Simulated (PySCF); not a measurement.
Species: GeH₇OPSi.
Bonds: Si1–O2, O2–Ge3, Ge3–P4. Hydrogens: H5, H6, H7 on Si1; H8, H9 on Ge3; H10, H11 on P4.

A GFN2-xTB structure was refined with PBE0-D3(BJ)/def2-SVP geometry optimisation, gas phase in PySCF. Its GFN2-xTB values:

```json
{"coordinate": "Si1–O2", "GFN2-xTB": "1.620 Å"}
{"coordinate": "Si1–H5", "GFN2-xTB": "1.465 Å"}
{"coordinate": "O2–Ge3", "GFN2-xTB": "1.748 Å"}
{"coordinate": "Ge3–P4", "GFN2-xTB": "2.300 Å"}
{"coordinate": "Ge3–H8", "GFN2-xTB": "1.522 Å"}
{"coordinate": "P4–H10", "GFN2-xTB": "1.391 Å"}
{"coordinate": "Si1–O2–Ge3", "GFN2-xTB": "148.3°"}
{"coordinate": "O2–Si1–H6", "GFN2-xTB": "103.3°"}
{"coordinate": "O2–Ge3–H8", "GFN2-xTB": "102.0°"}
{"coordinate": "O2–Ge3–H9", "GFN2-xTB": "102.5°"}
{"coordinate": "P4–Ge3–H8", "GFN2-xTB": "119.8°"}
{"coordinate": "P4–Ge3–H9", "GFN2-xTB": "114.7°"}
{"coordinate": "H5–Si1–H6", "GFN2-xTB": "112.9°"}
{"coordinate": "H8–Ge3–H9", "GFN2-xTB": "107.5°"}
{"coordinate": "Si1–O2–Ge3–P4", "GFN2-xTB": "-5°"}
```

Problem. How do these coordinates change at the PBE0-D3(BJ)/def2-SVP level?

Solution. 
| coordinate | PBE0-D3(BJ)/def2-SVP (Å or °) | change |
| --- | --- | --- |
| P4–H10 | 1.430 | +0.039 |
| Si1–O2 | 1.657 | +0.037 |
| O2–Ge3 | 1.780 | +0.032 |
| Si1–H5 | 1.496 | +0.031 |
| Ge3–P4 | 2.329 | +0.029 |
| Ge3–H8 | 1.539 | +0.017 |
| Si1–O2–Ge3 | 135.1 | -13.2 |
| P4–Ge3–H9 | 109.1 | -5.6 |
| O2–Ge3–H9 | 107.8 | +5.3 |
| P4–Ge3–H8 | 114.6 | -5.2 |
| O2–Si1–H6 | 108.0 | +4.7 |
| O2–Ge3–H8 | 105.9 | +3.9 |
| H8–Ge3–H9 | 111.3 | +3.8 |
| H5–Si1–H6 | 109.2 | -3.7 |
| Si1–O2–Ge3–P4 | 11 | +16 |

The energy falls by 22.9 kJ/mol over 14 energy and gradient evaluations, the largest force component goes from 0.0168 to 3.5e-04 Eh/bohr, and the atoms move by 0.489 Å rms after alignment. The bond that changes most is P4–H10 (three-coordinate phosphorus to P–H hydrogen), which lengthens by 0.039 Å. Bonds longer at the end by more than 0.005 Å: 10 of 10; shorter: 0. Among the dihedrals that turn most is H5–Si1–O2–Ge3, from 44° to 71°. Rotational constants go from 3990, 1541, 1151 to 3603, 1668, 1185 MHz.

The run used 117 basis functions and 91 SCF cycles in all. The run took 80 s of wall time on one thread, Arm Neoverse V1 (shared host).

Whether it is a minimum is left open (no frequencies). One conformer, not necessarily the lowest.
